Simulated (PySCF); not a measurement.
PySCF was given this input:
```python
from pyscf import gto, scf, cc

mol = gto.M(
    atom='''
C     0.01968854    0.00631445    0.49889193
F    -0.03994213    1.08453031   -0.30145729
F     0.01714658   -1.09184124   -0.27616403
H    -0.87297769   -0.00966100    1.13908803
H     0.96000648    0.03757263    1.06615233
''',
    basis='sto-3g',
    verbose=4,
)

mf = scf.RHF(mol)
mf.kernel()

mycc = cc.CCSD(mf)
mycc.direct = True
mycc.kernel()
print('E(CCSD) = %.10f' % mycc.e_tot)
```

Problem. Estimate the SCF-reference HOMO energy that CCSD/STO-3G (PySCF) returns for this input.

Solution. -11.05 eV

Problem. Predict the coupled-cluster correlation energy (without the perturbative part) from CCSD/STO-3G.

Solution. -0.1066 Eh
